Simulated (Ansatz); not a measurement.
CH$_{5}$FOSSi, SMILES `OC(F)S[SiH3]`. Charge 0, multiplicity 1. Geometry: relaxed with PBE0-D4/def2-TZVP. It is one conformer, not always the lowest.

```xyz
10

O    -1.594    0.038    0.624
C    -0.615   -0.874    0.873
F    -1.151   -2.099    1.167
S     0.514   -1.165   -0.543
Si    1.109    0.867   -0.853
H    -2.014   -0.181   -0.217
H    -0.057   -0.530    1.744
H     0.045    1.676   -1.498
H     1.475    1.482    0.449
H     2.289    0.787   -1.747
```

Q: What is the dipole moment at ωB97M-V/def2-TZVPP? (Estimate.)

A: The calculation gave: 1.60 D, with components (0.27, 1.40, -0.73) D in this frame, pointing from negative to positive charge.

Q: And with PBE, r2SCAN, B3LYP? (Best estimate.)

A: Computed: PBE 1.44 D, r2SCAN 1.52 D, B3LYP 1.59 D.

Q: Give the Mulliken charges with ωB97M-V, B3LYP, r2SCAN in def2-TZVPP. (Best estimate.)

A: The calculation gave: 
```csv
atom,ωB97M-V,B3LYP,r2SCAN
O1,-0.27,-0.29,-0.30
C2,0.18,0.25,0.32
F3,-0.19,-0.21,-0.20
S4,-0.17,-0.22,-0.24
Si5,0.16,0.29,0.31
H6,0.20,0.20,0.22
H7,0.13,0.12,0.07
H8,-0.02,-0.06,-0.07
H9,-0.01,-0.05,-0.06
H10,0.00,-0.04,-0.05
```

B3LYP here is the variant with VWN-RPA as its local correlation; programs differ in this.
